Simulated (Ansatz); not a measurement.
Relaxation of BF3H2O (7 atoms, charge 0, multiplicity 1), to a largest force component of 0.03 eV/Å in at most 50 steps.

Theory: RHF/def2-SVP in Ansatz.

```xyz
7
Properties=species:S:1:pos:R:3
B -0.163 -1.197 0.154
O -0.085 1.593 0.071
F -0.708 -1.323 -1.014
F -0.813 -1.469 1.237
H 0.823 1.301 0.116
F 1.143 -0.859 0.232
H -0.196 1.954 -0.796
```

Problem. Where does it end, and by what steps?

Solution. The forces met the threshold. After 11 steps the energy has fallen by 0.262 eV; H7 moved furthest, 0.59 Å. Joined: B1–O2.

```
step  energy less start (eV)  largest force component (eV/Å)  accepted
   0                  0.0000                           1.738       yes
   1                  0.0500                           3.019        no
   2                 -0.0545                           1.430       yes
   3                 -0.1052                           1.142       yes
   4                 -0.1616                           1.405       yes
   5                 -0.2131                           1.170       yes
   6                 -0.2359                           0.545       yes
   7                 -0.2471                           0.358       yes
   8                 -0.2548                           0.108       yes
   9                 -0.2603                           0.033       yes
  10                 -0.2623                           0.035       yes
  11                 -0.2624                           0.018       yes
```

```xyz
7
Properties=species:S:1:pos:R:3
B -0.093 -0.795 0.107
O -0.052 1.045 0.090
F -0.663 -0.991 -1.080
F -0.825 -1.036 1.180
H 0.823 1.391 0.217
F 1.216 -1.024 0.197
H -0.407 1.411 -0.710
```

Whether the end is a true minimum wasn't checked by a vibrational analysis.

Run time: 16 s on 1 thread of Arm Neoverse V1, with other jobs on the host, peak memory 0.26 GiB.
